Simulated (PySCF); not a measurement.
A calculated (r2SCAN, PySCF 2.14, cc-pVDZ-X2C, the spin-free X2C one-electron Hamiltonian (Gaussian nucleus)) atom or ion has these occupied shells.

```json
{"shell": "1s α", "electrons": "1", "orbital energy (eV)": "-48327.0", "rms radius, mean of both spins (bohr)": "0.0254"}
{"shell": "1s β", "electrons": "1", "orbital energy (eV)": "-48327.0", "rms radius, mean of both spins (bohr)": "0.0254"}
{"shell": "2s α", "electrons": "1", "orbital energy (eV)": "-7967.4", "rms radius, mean of both spins (bohr)": "0.103"}
{"shell": "2s β", "electrons": "1", "orbital energy (eV)": "-7967.4", "rms radius, mean of both spins (bohr)": "0.103"}
{"shell": "2p α", "electrons": "3", "orbital energy (eV)": "-7108.9", "rms radius, mean of both spins (bohr)": "0.0923"}
{"shell": "2p β", "electrons": "3", "orbital energy (eV)": "-7108.9", "rms radius, mean of both spins (bohr)": "0.0923"}
{"shell": "3s α", "electrons": "1", "orbital energy (eV)": "-1772.3", "rms radius, mean of both spins (bohr)": "0.266"}
{"shell": "3s β", "electrons": "1", "orbital energy (eV)": "-1769.4", "rms radius, mean of both spins (bohr)": "0.266"}
{"shell": "3p α", "electrons": "3", "orbital energy (eV)": "-1502.5", "rms radius, mean of both spins (bohr)": "0.266"}
{"shell": "3p β", "electrons": "3", "orbital energy (eV)": "-1499.6", "rms radius, mean of both spins (bohr)": "0.266"}
{"shell": "3d α", "electrons": "5", "orbital energy (eV)": "-1135.8", "rms radius, mean of both spins (bohr)": "0.245"}
{"shell": "3d β", "electrons": "5", "orbital energy (eV)": "-1133.5", "rms radius, mean of both spins (bohr)": "0.245"}
{"shell": "4s α", "electrons": "1", "orbital energy (eV)": "-368.02", "rms radius, mean of both spins (bohr)": "0.602"}
{"shell": "4s β", "electrons": "1", "orbital energy (eV)": "-360.79", "rms radius, mean of both spins (bohr)": "0.602"}
{"shell": "4p α", "electrons": "3", "orbital energy (eV)": "-278.58", "rms radius, mean of both spins (bohr)": "0.639"}
{"shell": "4p β", "electrons": "3", "orbital energy (eV)": "-271.25", "rms radius, mean of both spins (bohr)": "0.639"}
{"shell": "4d α", "electrons": "5", "orbital energy (eV)": "-152.17", "rms radius, mean of both spins (bohr)": "0.707"}
{"shell": "4d β", "electrons": "5", "orbital energy (eV)": "-144.70", "rms radius, mean of both spins (bohr)": "0.707"}
{"shell": "5s α", "electrons": "1", "orbital energy (eV)": "-60.327", "rms radius, mean of both spins (bohr)": "1.48"}
{"shell": "5s β", "electrons": "1", "orbital energy (eV)": "-56.527", "rms radius, mean of both spins (bohr)": "1.48"}
{"shell": "5p α", "electrons": "3", "orbital energy (eV)": "-38.665", "rms radius, mean of both spins (bohr)": "1.73"}
{"shell": "5p β", "electrons": "3", "orbital energy (eV)": "-35.994", "rms radius, mean of both spins (bohr)": "1.73"}
{"shell": "4f α", "electrons": "7", "orbital energy (eV)": "-17.391", "rms radius, mean of both spins (bohr)": "1.06"}
```

(1) Name the element and its charge.

Results:

(1) Eu(2+) (europium, charge +2), in [Xe] 4f7, high-spin 8S determinant.
